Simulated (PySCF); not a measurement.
Mo²⁺: excitation energy

Mo²⁺ [Kr] 4d4 (5D) → Mo²⁺ [Kr] 4d3 5p1 (high-spin determinant), as a difference of total energies. Calculation: PySCF 2.14, in aug-cc-pVDZ-PP with ECP28MDF (5s5p4d2f, 54 functions); scalar relativity through the core potential. Correlated levels: valence: 4s2 4p6 frozen. The calculations carry no spin-orbit coupling.

```json
{"method": "UHF", "excitation energy (eV)": "9.159"}
{"method": "LDA", "excitation energy (eV)": "9.188"}
{"method": "PBE", "excitation energy (eV)": "9.115"}
{"method": "PBE0", "excitation energy (eV)": "9.294"}
{"method": "r2SCAN", "excitation energy (eV)": "9.153"}
{"method": "PBEsol", "excitation energy (eV)": "9.160"}
{"method": "B3LYP", "excitation energy (eV)": "9.125"}
{"method": "HSE06", "excitation energy (eV)": "9.257"}
{"method": "BLYP", "excitation energy (eV)": "8.948"}
{"method": "MP2 (valence)", "excitation energy (eV)": "9.321"}
{"method": "SCS-MP2 (valence)", "excitation energy (eV)": "9.213"}
```

Problem. How much does correlation contribute at MP2 (valence)?

Solution. 9.321 − (9.159) = 0.162 eV, measured against UHF.

The determinant of the upper state mixes LS terms, which raises its energy above the lowest term, most at the Hartree-Fock and MP2 levels.
